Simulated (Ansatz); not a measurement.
Energy difference R1 → P1 + P2, each structure at its B3LYP-D3(BJ)/def2-TZVP stationary point, reached from a drawn start (curvature not checked).
R1, H5W (SMILES [WH5]) (charge 0, multiplicity 2):
```xyz
6

W     -0.246    -0.002     0.002
H      0.565     0.009     1.489
H      0.545    -0.002    -1.496
H      1.433     0.012    -0.010
H     -1.161     1.455     0.001
H     -1.137    -1.473     0.013
```
P1, H4W (SMILES [WH4]) (charge 0, multiplicity 3):
```tsv
atom	x (Å)	y (Å)	z (Å)
W	0.0000	0.0000	0.0000
H	0.9941	0.9744	0.9940
H	0.9810	-0.9932	-0.9886
H	-0.9755	1.0006	-0.9866
H	-0.9995	-0.9819	0.9813
```
P2: H atom, charge 0, multiplicity 2.

P less R. No zero-point or thermal terms; open shells are unrestricted; no spin–orbit coupling. The spin states of the d-block species are the ones drawn and need not be the lowest.

Cores are frozen in the correlated methods.

Run with Ansatz (Gaussian orbitals). Each number belongs to the level named beside it. Elements past Kr take the def2 small-core potentials, without spin–orbit coupling.

Total energies in hartree:

```csv
structure,PBE/def2-TZVPP,CCSD(T)/def2-QZVPP
R1,-69.998242,-69.477007
P1,-69.403828,-68.885387
P2,-0.499616,-0.499983
```

Work out the reaction energy at each level in kJ/mol (1 hartree = 2625.49964 kJ/mol), and say how far PBE/def2-TZVPP lies from CCSD(T)/def2-QZVPP.


- PBE/def2-TZVPP: (-69.403828) + (-0.499616) − (-69.998242) = 0.094798 hartree = 248.9 kJ/mol
- CCSD(T)/def2-QZVPP: (-68.885387) + (-0.499983) − (-69.477007) = 0.091637 hartree = 240.6 kJ/mol
PBE/def2-TZVPP less CCSD(T)/def2-QZVPP: 8.3 kJ/mol. CCSD(T)/def2-QZVPP is the level counted from, the highest shown, and no exact or measured value.

Ansatz is a program for electronic structure.
